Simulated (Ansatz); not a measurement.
`C[SiH2][TeH]` + H₂ → `[SiH3][TeH]` + CH₄ at 600 K and 1 bar (hydrogenolysis of the Si–C bond).

Isolated molecules relaxed with PBE0-D4/def2-TZVP in Ansatz; ΔE leaves out vibrations. CCSD(T)/CBS adds triple-zeta CCSD(T) − MP2 to the extrapolated MP2 energy (def2 sets, frozen cores). This one scheme is used for every species. def2 core potentials past Kr. For Te outer-core shells are correlated without core-valence functions, which leaves a few kJ/mol of doubt a bond.

```tsv
species	CCSD(T)/CBS energy (Eh)	H − E (kJ/mol)	S (J/(mol·K))
`C[SiH2][TeH]`	-598.49179	212.5	414.1
H₂	-1.17544	43.9	150.8
`[SiH3][TeH]`	-559.21313	121.5	353.7
CH₄	-40.46206	140.4	215.7
```

H − E and S are ideal-gas, rigid-rotor, harmonic terms from PBE0-D4/def2-TZVP, for one conformer and one mirror image of each species. For small species the MP2-based limit differs from directly extrapolated CCSD(T) by up to some mEh (0.8 for H₂); such offsets cancel only in part. 1 Eh = 2625.50 kJ/mol, R = 8.31446 J/(mol·K).

By hand: ΔE, ΔH, ΔS and ΔG.

ΔE = (-559.21313) + (-40.46206) − (-598.49179) − (-1.17544) = -0.00796 Eh = -20.9 kJ/mol. Δ(H − E) = 121.5 + 140.4 − 212.5 − 43.9 = 5.5, so ΔH = -15.4 kJ/mol. ΔS = 353.7 + 215.7 − 414.1 − 150.8 = 4.5 J/(mol·K). ΔG = -15.4 − 600 × (4.5)/1000 = -18.1 kJ/mol.

By hand: the equilibrium constant, and the temperature at which ΔG would vanish if ΔH and ΔS stayed fixed.

log₁₀ K = −ΔG/(RT ln 10) = 1.6. ΔH and −TΔS have one sign here, so there is no such temperature.

The number of gas molecules stays the same, so ΔS is small and ΔH decides. A doubt of 5 kJ/mol in ΔE shifts log₁₀ K by 0.4 here. Other conformers and mirror images would add mixing entropy, several J/(mol·K) or more a flexible species. These are equilibria of isolated gas molecules and say nothing of rates. Largest T1 diagnostic: 0.011 (customary marks: 0.02 for closed shells, 0.045 for open ones).

ΔS is within the doubt of such terms, so its sign, and with it that verdict, could turn.
